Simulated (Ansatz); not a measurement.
`[CH3][GeH2][SeH]` → `[CH2]` (triplet) + `[GeH3][SeH]` at 500 K and 1 bar (formal loss of a carbene).

Isolated molecules relaxed with PBE0-D4/def2-TZVP in Ansatz; ΔE leaves out vibrations. CCSD(T)/CBS is the MP2 limit (def2-TZVPP, def2-QZVPP) plus CCSD(T) − MP2 in def2-TZVPP, frozen cores. This one scheme is used for every species. Triplets are unrestricted, without spin–orbit coupling. For Ge, Se outer-core shells are correlated without core-valence functions, which leaves a few kJ/mol of doubt a bond. Scalar relativity is left out up to krypton. Each species was taken in one conformer, which may not be the lowest.

```tsv
species	CCSD(T)/CBS energy (Eh)	H − E (kJ/mol)	S (J/(mol·K))
`[CH3][GeH2][SeH]`	-4518.50643	200.1	396.6
`[CH2]` (triplet)	-39.09499	62.7	213.9
`[GeH3][SeH]`	-4479.23116	112.4	340.9
```

H − E and S are ideal-gas, rigid-rotor, harmonic terms from PBE0-D4/def2-TZVP, for one conformer and one mirror image of each species, with the whole ground term of open shells counted as degenerate. 1 Eh = 2625.50 kJ/mol, R = 8.31446 J/(mol·K).

By hand: ΔE, ΔH, ΔS and ΔG.

ΔE = (-39.09499) + (-4479.23116) − (-4518.50643) = 0.18028 Eh = 473.3 kJ/mol. Δ(H − E) = 62.7 + 112.4 − 200.1 = -25.0, so ΔH = 448.3 kJ/mol. ΔS = 213.9 + 340.9 − 396.6 = 158.2 J/(mol·K). ΔG = 448.3 − 500 × (158.2)/1000 = 369.2 kJ/mol.

By hand: the equilibrium constant, and the temperature at which ΔG would vanish if ΔH and ΔS stayed fixed.

log₁₀ K = −ΔG/(RT ln 10) = -38.6. ΔG = 0 at ΔH/ΔS = 2834 K, far beyond where these terms or the molecules hold.

The number of gas molecules changes by +1, which sets the sign of ΔS. A doubt of 5 kJ/mol in ΔE shifts log₁₀ K by 0.5 here. Other conformers and mirror images would add mixing entropy, several J/(mol·K) or more a flexible species. A triplet takes part, so the spin changes. These are equilibria of isolated gas molecules and say nothing of rates. Largest T1 diagnostic: 0.011 (customary marks: 0.02 for closed shells, 0.045 for open ones).
